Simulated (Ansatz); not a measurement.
Species: HgBr, net charge 0, doublet state. The spin state was set by rule; other spins were not relaxed. SMILES of the parent species: [Br][Hg]
Coordinates optimised at B3LYP-D3(BJ)/def2-TZVP (Ansatz, a quantum-chemistry and plane-wave program):
```
Hg
Br 1 2.6164
```
Charge 0, spin multiplicity 2.

Property: atomisation energy (electronic, to ground-state atoms), in kcal/mol. Cores are frozen in the correlated levels unless marked. Open shells are spin-unrestricted. No spin-orbit coupling. The frozen core is the preceding noble-gas configuration, with the filled d and f shells of earlier blocks. Past Kr the def2 sets carry scalar-relativistic core potentials. The coupled-cluster limit lacks core correlation, which all-electron functionals hold. CBS marks a two-point X^-3 extrapolation of the correlation energy; Hartree-Fock from the larger set. [CCSD(T)-MP2]/basis is that difference in the basis named.

```tsv
level	program	atomisation energy (kcal/mol)	minus last row
revPBE-D3(BJ)/def2-TZVPD	Ansatz + dftd3	19.6	1.3
PBE0-D3(BJ)/def2-TZVP	Ansatz + dftd3	21.7	3.4
PBE0/def2-TZVPD	Ansatz	20.9	2.6
BHLYP-D3(BJ)/def2-TZVPD	Ansatz + dftd3	18.5	0.2
r2SCANh-D4/def2-TZVPD	Ansatz + dftd4	22.9	4.6
CAM-B3LYP-D4/def2-TZVPD	Ansatz + dftd4	18.6	0.3
B2PLYP-D4/def2-TZVPD	Ansatz + dftd4	17.4	-0.9
RPA@PBE/def2-TZVPP	Ansatz	7.8	-10.5
MP2/def2-SVP	Ansatz	8.0	-10.3
MP2/def2-TZVPPD	Ansatz	12.5	-5.8
MP2/def2-QZVPPD	Ansatz	14.4	-3.9
CCSD(T)/def2-TZVPPD	Ansatz	14.7	-3.6
CCSD(T)/def2-QZVPPD	Ansatz	16.8	-1.5
RI-MP2/CBS(def2-TZVPPD,def2-QZVPPD)+[CCSD(T)-MP2]/def2-QZVPPD	Ansatz	18.2	-0.1
CCSD(T)/CBS(def2-TZVPPD,def2-QZVPPD)	Ansatz	18.3	0.0
```
